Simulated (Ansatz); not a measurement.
Ansatz (a program for electronic structure) input (B3LYP-D3(BJ)/def2-TZVP):

Ansatz 0.2 input:
```yaml
crystal:
  periodic: [false, false, false]
  atoms:
    - {symbol: C, position_ang: [-1.81506966, -1.94650012, 0.34855626]}
    - {symbol: C, position_ang: [-1.06912808, -0.80710799, 0.93647513]}
    - {symbol: C, position_ang: [-0.48432639, 0.17549636, -0.09443921]}
    - {symbol: C, position_ang: [0.08766033, 1.40904946, 0.61565692]}
    - {symbol: C, position_ang: [0.61973531, 2.49146093, -0.31948032]}
    - {symbol: C, position_ang: [0.51764955, -0.50716187, -1.04126043]}
    - {symbol: C, position_ang: [1.80599488, -0.99919792, -0.38431152]}
    - {symbol: H, position_ang: [-1.89041433, -2.89539129, 0.86077646]}
    - {symbol: H, position_ang: [-2.41186129, -1.80919934, -0.54426639]}
    - {symbol: H, position_ang: [-1.73715533, -0.23167293, 1.59899450]}
    - {symbol: H, position_ang: [-0.27504393, -1.17559742, 1.59360080]}
    - {symbol: H, position_ang: [-1.32046229, 0.51794920, -0.71775459]}
    - {symbol: H, position_ang: [-0.70103503, 1.83558278, 1.24284834]}
    - {symbol: H, position_ang: [0.87952665, 1.09860039, 1.30430748]}
    - {symbol: H, position_ang: [1.48895011, 2.15057234, -0.88405163]}
    - {symbol: H, position_ang: [-0.14293111, 2.79723468, -1.04024331]}
    - {symbol: H, position_ang: [0.92080836, 3.37822442, 0.24119655]}
    - {symbol: H, position_ang: [0.01455993, -1.35421607, -1.51482669]}
    - {symbol: H, position_ang: [0.76898950, 0.18394638, -1.84937933]}
    - {symbol: H, position_ang: [2.37597333, -0.18019934, 0.05813420]}
    - {symbol: H, position_ang: [1.60575169, -1.72729981, 0.40365817]}
    - {symbol: H, position_ang: [2.44924811, -1.48476687, -1.12017564]}
basis:
  gaussian:
    orbitals: def2-TZVP
hamiltonian:
  xc: b3lyp
  dispersion: d3bj
magnetization: {spin_polarized: true, initial_magnetization: 1}
phonons: {temperatures: {t_min: 298.15, t_max: 298.15, t_step: 100}}
```

Output:

```
Functional definition: B3LYP
integrals: 0.33 GiB planned
1920 factors; their error is unknown
0.42 GiB of the device are held for the grids
2.14 GiB of device memory are held for the factors and their scratch space
mean field: 2.75 GiB planned
mean field evaluation 1: about -7485.9940 eV, gradient 6.4e1 eV
mean field evaluation 2: about -7468.9405 eV, gradient 8.5e1 eV
mean field evaluation 4: about -7505.6149 eV, gradient 4.8e0 eV
mean field evaluation 8: about -7505.7281 eV, gradient 7.2e-2 eV
mean field evaluation 16: about -7505.6720 eV, gradient 7.7e-4 eV
mean field -7505.67202717 eV, -275.8283594713 hartree, gradient 3.8e-5 eV, S^2 0.754001; 0 other end points of the search recorded, 0 dependent functions left out
the calculation of the forces begins
reference -7505.67237817 eV, -275.8283723703 hartree; 29, 28 occupied and 278, 279 virtual orbitals, 1920 factors
these checks for a lower state are left out or cut short: stability, starts, cluster_reference, orbital_swaps, neighbouring_geometries, increment
integrals: 0.33 GiB planned
1920 factors; their error is unknown
0.42 GiB of the device are held for the grids
2.14 GiB of device memory are held for the factors and their scratch space
mean field: 2.76 GiB planned
mean field -7505.67187062 eV, -275.8283537182 hartree, gradient 3.7e-6 eV, S^2 0.754001; 0 other end points of the search recorded, 0 dependent functions left out
the calculation of the forces begins
reference -7505.67222165 eV, -275.8283666181 hartree; 29, 28 occupied and 278, 279 virtual orbitals, 1920 factors
these checks for a lower state are left out or cut short: stability, starts, cluster_reference, orbital_swaps, neighbouring_geometries, increment
integrals: 0.33 GiB planned
1920 factors; their error is unknown
0.42 GiB of the device are held for the grids
2.14 GiB of device memory are held for the factors and their scratch space
mean field: 2.76 GiB planned
mean field evaluation 32: about -7505.6720 eV, gradient 2.6e-6 eV
mean field -7505.67203615 eV, -275.8283598013 hartree, gradient 3.6e-6 eV, S^2 0.754000; 0 other end points of the search recorded, 0 dependent functions left out
the calculation of the forces begins
reference -7505.67238712 eV, -275.8283726992 hartree; 29, 28 occupied and 278, 279 virtual orbitals, 1920 factors
these checks for a lower state are left out or cut short: stability, starts, cluster_reference, orbital_swaps, neighbouring_geometries, increment
integrals: 0.33 GiB planned
1920 factors; their error is unknown
0.43 GiB of the device are held for the grids
2.14 GiB of device memory are held for the factors and their scratch space
mean field: 2.76 GiB planned
mean field -7505.67180144 eV, -275.8283511757 hartree, gradient 3.7e-6 eV, S^2 0.754006; 0 other end points of the search recorded, 0 dependent functions left out
the calculation of the forces begins
reference -7505.67215247 eV, -275.8283640759 hartree; 29, 28 occupied and 278, 279 virtual orbitals, 1920 factors
these checks for a lower state are left out or cut short: stability, starts, cluster_reference, orbital_swaps, neighbouring_geometries, increment
integrals: 0.33 GiB planned
1920 factors; their error is unknown
0.42 GiB of the device are held for the grids
2.14 GiB of device memory are held for the factors and their scratch space
mean field: 2.76 GiB planned
mean field -7505.67193015 eV, -275.8283559057 hartree, gradient 3.6e-6 eV, S^2 0.753996; 0 other end points of the search recorded, 0 dependent functions left out
[...]
2.14 GiB of device memory are held for the factors and their scratch space
mean field: 2.76 GiB planned
mean field -7505.67194010 eV, -275.8283562714 hartree, gradient 3.6e-6 eV, S^2 0.754001; 0 other end points of the search recorded, 0 dependent functions left out
the calculation of the forces begins
reference -7505.67229107 eV, -275.8283691696 hartree; 29, 28 occupied and 278, 279 virtual orbitals, 1920 factors
these checks for a lower state are left out or cut short: stability, starts, cluster_reference, orbital_swaps, neighbouring_geometries, increment
integrals: 0.33 GiB planned
1920 factors; their error is unknown
0.42 GiB of the device are held for the grids
2.14 GiB of device memory are held for the factors and their scratch space
mean field: 2.76 GiB planned
mean field -7505.67200839 eV, -275.8283587811 hartree, gradient 3.6e-6 eV, S^2 0.754001; 0 other end points of the search recorded, 0 dependent functions left out
the calculation of the forces begins
reference -7505.67235941 eV, -275.8283716808 hartree; 29, 28 occupied and 278, 279 virtual orbitals, 1920 factors
these checks for a lower state are left out or cut short: stability, starts, cluster_reference, orbital_swaps, neighbouring_geometries, increment
integrals: 0.33 GiB planned
1920 factors; their error is unknown
0.42 GiB of the device are held for the grids
2.14 GiB of device memory are held for the factors and their scratch space
mean field: 2.76 GiB planned
mean field -7505.67197249 eV, -275.8283574619 hartree, gradient 3.6e-6 eV, S^2 0.754001; 0 other end points of the search recorded, 0 dependent functions left out
the calculation of the forces begins
reference -7505.67232349 eV, -275.8283703609 hartree; 29, 28 occupied and 278, 279 virtual orbitals, 1920 factors
these checks for a lower state are left out or cut short: stability, starts, cluster_reference, orbital_swaps, neighbouring_geometries, increment
integrals: 0.33 GiB planned
1920 factors; their error is unknown
0.43 GiB of the device are held for the grids
2.14 GiB of device memory are held for the factors and their scratch space
mean field: 2.76 GiB planned
mean field evaluation 896: about -7505.7198 eV, gradient 7.4e-4 eV
mean field -7505.67196222 eV, -275.8283570844 hartree, gradient 3.6e-6 eV, S^2 0.754001; 0 other end points of the search recorded, 0 dependent functions left out
the calculation of the forces begins
reference -7505.67231322 eV, -275.8283699834 hartree; 29, 28 occupied and 278, 279 virtual orbitals, 1920 factors
these checks for a lower state are left out or cut short: stability, starts, cluster_reference, orbital_swaps, neighbouring_geometries, increment
integrals: 0.33 GiB planned
1920 factors; their error is unknown
0.43 GiB of the device are held for the grids
2.14 GiB of device memory are held for the factors and their scratch space
mean field: 2.76 GiB planned
mean field -7505.67201318 eV, -275.8283589572 hartree, gradient 3.6e-6 eV, S^2 0.754001; 0 other end points of the search recorded, 0 dependent functions left out
the calculation of the forces begins
reference -7505.67236423 eV, -275.8283718580 hartree; 29, 28 occupied and 278, 279 virtual orbitals, 1920 factors
these checks for a lower state are left out or cut short: stability, starts, cluster_reference, orbital_swaps, neighbouring_geometries, increment
integrals: 0.33 GiB planned
1920 factors; their error is unknown
0.42 GiB of the device are held for the grids
2.14 GiB of device memory are held for the factors and their scratch space
mean field: 2.75 GiB planned
mean field -7505.67195207 eV, -275.8283567113 hartree, gradient 3.6e-6 eV, S^2 0.754001; 0 other end points of the search recorded, 0 dependent functions left out
the calculation of the forces begins
reference -7505.67230301 eV, -275.8283696083 hartree; 29, 28 occupied and 278, 279 virtual orbitals, 1920 factors
these checks for a lower state are left out or cut short: stability, starts, cluster_reference, orbital_swaps, neighbouring_geometries, increment
integrals: 0.33 GiB planned
1920 factors; their error is unknown
0.42 GiB of the device are held for the grids
2.14 GiB of device memory are held for the factors and their scratch space
mean field: 2.76 GiB planned
mean field -7505.67197689 eV, -275.8283576235 hartree, gradient 3.6e-6 eV, S^2 0.754001; 0 other end points of the search recorded, 0 dependent functions left out
the calculation of the forces begins
reference -7505.67232784 eV, -275.8283705208 hartree; 29, 28 occupied and 278, 279 virtual orbitals, 1920 factors
these checks for a lower state are left out or cut short: stability, starts, cluster_reference, orbital_swaps, neighbouring_geometries, increment
integrals: 0.33 GiB planned
1920 factors; their error is unknown
0.42 GiB of the device are held for the grids
2.14 GiB of device memory are held for the factors and their scratch space
mean field: 2.76 GiB planned
mean field evaluation 928: about -7505.6720 eV, gradient 2.6e-6 eV
mean field -7505.67201483 eV, -275.8283590177 hartree, gradient 3.6e-6 eV, S^2 0.754001; 0 other end points of the search recorded, 0 dependent functions left out
the calculation of the forces begins
reference -7505.67236587 eV, -275.8283719182 hartree; 29, 28 occupied and 278, 279 virtual orbitals, 1920 factors
these checks for a lower state are left out or cut short: stability, starts, cluster_reference, orbital_swaps, neighbouring_geometries, increment
integrals: 0.33 GiB planned
1920 factors; their error is unknown
0.43 GiB of the device are held for the grids
2.14 GiB of device memory are held for the factors and their scratch space
mean field: 2.76 GiB planned
mean field -7505.67196160 eV, -275.8283570617 hartree, gradient 3.6e-6 eV, S^2 0.754001; 0 other end points of the search recorded, 0 dependent functions left out
the calculation of the forces begins
reference -7505.67231255 eV, -275.8283699587 hartree; 29, 28 occupied and 278, 279 virtual orbitals, 1920 factors
these checks for a lower state are left out or cut short: stability, starts, cluster_reference, orbital_swaps, neighbouring_geometries, increment
integrals: 0.33 GiB planned
1920 factors; their error is unknown
0.42 GiB of the device are held for the grids
2.14 GiB of device memory are held for the factors and their scratch space
mean field: 2.76 GiB planned
mean field -7505.67198188 eV, -275.8283578068 hartree, gradient 3.6e-6 eV, S^2 0.754001; 0 other end points of the search recorded, 0 dependent functions left out
the calculation of the forces begins
reference -7505.67233293 eV, -275.8283707077 hartree; 29, 28 occupied and 278, 279 virtual orbitals, 1920 factors
Total energy: -7506.54317962 eV, -275.8603737333 hartree
Atom 0 at    -1.815070    -1.946500     0.348556 Å, force     0.000192     0.001875    -0.000167 eV/Å
Atom 1 at    -1.069128    -0.807108     0.936475 Å, force     0.000631     0.000470     0.000327 eV/Å
Atom 2 at    -0.484326     0.175496    -0.094439 Å, force     0.000308     0.000261     0.000307 eV/Å
Atom 3 at     0.087660     1.409049     0.615657 Å, force    -0.000194     0.000099     0.000789 eV/Å
Atom 4 at     0.619735     2.491461    -0.319480 Å, force    -0.000120    -0.000451    -0.000212 eV/Å
Atom 5 at     0.517650    -0.507162    -1.041260 Å, force     0.000165    -0.000913    -0.000945 eV/Å
Atom 6 at     1.805995    -0.999198    -0.384312 Å, force     0.000447    -0.000093     0.000450 eV/Å
Atom 7 at    -1.890414    -2.895391     0.860776 Å, force    -0.000152    -0.001788     0.000762 eV/Å
Atom 8 at    -2.411861    -1.809199    -0.544266 Å, force    -0.000280    -0.000209    -0.000537 eV/Å
Atom 9 at    -1.737155    -0.231673     1.598995 Å, force    -0.000328    -0.000196     0.000039 eV/Å
Atom 10 at    -0.275044    -1.175597     1.593601 Å, force     0.000059    -0.000063    -0.000067 eV/Å
Atom 11 at    -1.320462     0.517949    -0.717755 Å, force     0.000437     0.000294    -0.000081 eV/Å
Atom 12 at    -0.701035     1.835583     1.242848 Å, force     0.000040     0.000267     0.000102 eV/Å
Atom 13 at     0.879527     1.098600     1.304307 Å, force    -0.000361    -0.000363    -0.000080 eV/Å
Atom 14 at     1.488950     2.150572    -0.884052 Å, force     0.000085     0.000391    -0.000075 eV/Å
Atom 15 at    -0.142931     2.797235    -1.040243 Å, force    -0.000001     0.000066    -0.000093 eV/Å
Atom 16 at     0.920808     3.378224     0.241197 Å, force    -0.000011    -0.000083    -0.000032 eV/Å
Atom 17 at     0.014560    -1.354216    -1.514827 Å, force    -0.000027    -0.000029    -0.000233 eV/Å
Atom 18 at     0.768989     0.183946    -1.849379 Å, force     0.000036    -0.000073     0.000083 eV/Å
Atom 19 at     2.375973    -0.180199     0.058134 Å, force    -0.000375     0.000363    -0.000161 eV/Å
Atom 20 at     1.605752    -1.727300     0.403658 Å, force    -0.000287     0.000082    -0.000194 eV/Å
Atom 21 at     2.449248    -1.484767    -1.120176 Å, force    -0.000263     0.000092     0.000016 eV/Å
Dipole moment:     0.002217     0.053710     0.021330 e Å
Vibrations: 73.46 96.64 115.18 141.21 202.57 225.73 248.79 287.32 316.93 402.14 454.20 507.84 529.71 744.03 767.75 815.93 851.57 920.41 936.46 1013.88 1024.78 1029.60 1052.02 1090.72 1123.87 1173.49 1182.63 1217.95 1283.01 1306.38 1312.11 1366.05 1372.24 1392.75 1399.55 1415.45 1418.05 1464.08 1469.27 1487.76 1494.94 1501.18 1505.30 1507.42 1515.43 2919.91 2982.58 3017.55 3028.27 3029.72 3033.31 3036.94 3045.05 3056.48 3086.42 3092.92 3094.99 3098.37 3140.09 3238.80 cm⁻¹, zero-point energy 5.496168 eV
```

It need not be the lowest isomer of its formula.
